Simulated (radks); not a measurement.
Q: Species: Co3.9+. Configuration: [Ne] 3s1.1 3p6 3d6 (fractional occupations, a model configuration). Calculated with a radial shooting solver on a logarithmic mesh with Libxc functionals: Dirac Kohn-Sham, BLYP, spin-unpolarised, spherical densities, point nucleus; open shells are shared between the two j in proportion to 2j + 1.

Spin-orbit splittings of the eigenvalues, e(l+1/2) - e(l-1/2), with zeta = 2 splitting/(2l+1) and mean radii in bohr:

shell  occ.  splitting (eV)  zeta (eV)  <r> j=l-1/2  <r> j=l+1/2
2p        6           14.86      9.907       0.2227       0.2258
3p        6               ?          ?       0.7856       0.7942
3d        6          0.2456    0.09824       0.8788       0.8820

Estimate the 3p splitting.

A: 1.968 eV (zeta = 1.312 eV).
